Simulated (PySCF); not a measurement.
C4H9NO2Si.
SMILES: `CO[SiH2]OCCC#N`

A linear-response calculation (PySCF, def2-SVPD basis, gas phase, vertical, core orbitals frozen in the response) gave these numbers; the functional is withheld.

Orbital energies (eV): HOMO-3 -11.38, HOMO-2 -11.22, HOMO-1 -10.74, HOMO -10.51, LUMO 1.81, LUMO+1 2.18, LUMO+2 2.35.

```
state  E (eV)       f     main configurations (H = HOMO, L = LUMO)
   S1    7.69  0.0001  H-4→L+4 (19%), H-3→L+5 (12%), H-3→L+3 (12%)
   S2    7.91  0.0008                       H→L (60%), H→L+1 (19%)
   S3    8.06  0.0066                 H-4→L+4 (18%), H-3→L+5 (17%)
   S4    8.10  0.0017  H-3→L+4 (15%), H-4→L+5 (11%), H-2→L+5 (10%)
   S5    8.10  0.0081    H-1→L (41%), H-1→L+2 (15%), H-1→L+1 (15%)
   S6    8.27   0.011      H→L+1 (25%), H→L+2 (22%), H-1→L+1 (20%)
```

Triplets, Tamm–Dancoff:

```
state  E (eV)  λ (nm)     main configurations (H = HOMO, L = LUMO)
   T1    6.40   193.8                 H-3→L+4 (19%), H-4→L+5 (18%)
   T2    7.04   176.2  H-3→L+4 (18%), H-4→L+3 (12%), H-4→L+5 (12%)
   T3    7.05   175.8   H-4→L+4 (21%), H-3→L+5 (19%), H-4→L+5 (9%)
   T4    7.68   161.5          H→L (45%), H→L+1 (23%), H→L+2 (12%)
```

Vertical ionisation energy by ΔSCF with the same functional: 10.72 eV. Mean static polarisability: 84.4 au.

**Question.** Which of these was used?
A. wB97X-D
B. PBE
C. PBE0
D. HF

**Answer.** A. wB97X-D is range-separated, 22% exact exchange at short range and 100% at long range (ω = 0.2 bohr⁻¹). In this run −ε(HOMO) = 10.51 eV differs from the ΔSCF value by -0.21 eV, and S1 differs from the orbital gap of 12.32 eV by -4.63 eV. The ratio −ε(HOMO)/IP is 0.98. Usual ranges for neutral molecules in this basis: 0.89 to 0.99 with wB97X-D, 0.5 to 0.7 with PBE, 0.7 to 0.83 with PBE0; Hartree–Fock can't fall below 1, since the ion's relaxation only lowers the ΔSCF value.

Computed with PySCF 2.14.0, density-fitted response routines, TDDFT wB97X-D/def2-SVPD, vertical, gas phase, core orbitals frozen in the response. Isolated species at its PBE0-D3(BJ)/def2-SVP geometry (one conformer only).

Conformer computed: `[CH3:1][O:2][SiH2:3][O:4][CH2:5][CH2:6][C:7]#[N:8]`: C1–O2–Si3–O4 -87°, O2–Si3–O4–C5 66°, Si3–O4–C5–C6 176°, O4–C5–C6–C7 180°.
